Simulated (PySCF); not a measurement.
**Electronic absorption of heptafluoropropyl bromide**

Compound: heptafluoropropyl bromide, C3BrF7.
SMILES: `FC(F)(F)C(F)(F)C(F)(F)Br`

The calculation used TDDFT wB97X-D/def2-SVPD, vertical, gas phase, core orbitals frozen in the response in PySCF 2.14.0, density-fitted response routines. The structure is a single PBE0-D3(BJ)/def2-SVP conformer in the gas phase; no vibrational or solvent corrections. The wB97X-D/def2-SVPD calculation is non-relativistic and has no spin–orbit coupling, an omission that weighs most on bromine. Torsions of this conformer, `[F:1][C:2]([F:3])([F:4])[C:5]([F:6])([F:7])[C:8]([F:9])([F:10])[Br:11]`: F1–C2–C5–F6 65°, C2–C5–C8–F9 64°.

What does the calculation give for the low-lying excited states?

```json
{"state": "S1", "E (eV)": "6.24", "λ (nm)": "198.7", "f": "0.0001", "|μ| (D)": "0.06", "main configurations (H = HOMO, L = LUMO)": "H→L (97%)"}
{"state": "S2", "E (eV)": "6.29", "λ (nm)": "197.2", "f": "0.0018", "|μ| (D)": "0.28", "main configurations (H = HOMO, L = LUMO)": "H-1→L (96%)"}
{"state": "S3", "E (eV)": "8.43", "λ (nm)": "147.1", "f": "0.234", "|μ| (D)": "2.71", "main configurations (H = HOMO, L = LUMO)": "H-2→L (86%)"}
{"state": "S4", "E (eV)": "9.01", "λ (nm)": "137.6", "f": "0.106", "|μ| (D)": "1.76", "main configurations (H = HOMO, L = LUMO)": "H→L+1 (89%)"}
{"state": "S5", "E (eV)": "9.07", "λ (nm)": "136.7", "f": "0.113", "|μ| (D)": "1.82", "main configurations (H = HOMO, L = LUMO)": "H-1→L+1 (88%)"}
{"state": "S6", "E (eV)": "9.42", "λ (nm)": "131.7", "f": "0.0007", "|μ| (D)": "0.14", "main configurations (H = HOMO, L = LUMO)": "H-1→L+2 (43%), H-1→L+6 (18%), H-1→L+3 (9%)"}
{"state": "S7", "E (eV)": "9.48", "λ (nm)": "130.8", "f": "0.027", "|μ| (D)": "0.86", "main configurations (H = HOMO, L = LUMO)": "H→L+2 (32%), H→L+6 (18%)"}
{"state": "S8", "E (eV)": "9.67", "λ (nm)": "128.2", "f": "0.0012", "|μ| (D)": "0.18", "main configurations (H = HOMO, L = LUMO)": "H→L+5 (70%)"}
{"state": "S9", "E (eV)": "9.80", "λ (nm)": "126.6", "f": "0.084", "|μ| (D)": "1.50", "main configurations (H = HOMO, L = LUMO)": "H-1→L+5 (45%), H-3→L (23%)"}
{"state": "S10", "E (eV)": "10.03", "λ (nm)": "123.6", "f": "0.0015", "|μ| (D)": "0.20", "main configurations (H = HOMO, L = LUMO)": "H→L+6 (32%), H-1→L+4 (31%), H→L+2 (14%)"}
```

Triplets, Tamm–Dancoff:

```
state  E (eV)  λ (nm)  main configurations (H = HOMO, L = LUMO)
   T1    5.50   225.4                                 H→L (95%)
   T2    5.56   222.9                               H-1→L (95%)
   T3    7.16   173.2                  H-2→L (78%), H-3→L (13%)
   T4    8.89   139.5                               H→L+1 (87%)
```

The lowest singlet lies at 6.24 eV (199 nm, vacuum ultraviolet) and is dark (f under 0.0005); its leading configuration is HOMO→LUMO (97%). The strongest level in the table is S3 at 8.43 eV (147 nm, f = 0.234). Löwdin shares by element: HOMO bromine 85%, carbon 6% or more; LUMO bromine 58%, carbon 26% or more (atoms not listed hold the other 16%). The oscillator strengths of these states sum to 0.569; summed over the whole spectrum of an exact calculation they would give the number of electrons, 116 (Thomas–Reiche–Kuhn). Orbital energies (eV): HOMO-3 -14.04, HOMO-2 -12.53, HOMO-1 -11.28, HOMO -11.22, LUMO 0.37, LUMO+1 2.14, LUMO+2 2.53. Of the 10 states listed, 5 reach f = 0.01 and 1 stays under 0.0005. The window holds the lowest 10 singlets.
